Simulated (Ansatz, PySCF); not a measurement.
Gas-phase reaction in SMILES: N[Si](F)(F)F → N[Si](F)F + F atom (the F-Si bond at the site shown breaks; other sites are not compared here)
Each molecule is optimised on its own at B3LYP-D3(BJ)/def2-TZVP (Ansatz, a program for electronic structure), one conformer each, not searched for the lowest. Frequencies are from Ansatz or PySCF.

Property: bond dissociation energy (enthalpy at 298 K, with B3LYP-D3(BJ) rigid-rotor harmonic-oscillator terms), in eV. Correlated levels leave the core frozen unless marked. UHF or UKS for open shells. No spin-orbit coupling. No relativistic terms. CBS marks a two-point X^-3 extrapolation of the correlation energy; Hartree-Fock from the larger set.

CCSD(T)/CBS(aug-cc-pV(T+d)Z,aug-cc-pV(Q+d)Z) (Ansatz) gives 7.25 eV.

Task: Another calculation gave 6.86 eV. Which level was it?
A. BLYP/def2-TZVPD (Ansatz)
B. SVWN5/def2-TZVPD (Ansatz)
C. B2PLYP/def2-TZVPD (Ansatz)
D. PBE/def2-TZVPD (Ansatz)

Result: D, PBE/def2-TZVPD (Ansatz). The others give 6.75 (BLYP), 6.97 (B2PLYP), 7.87 (SVWN5) eV.
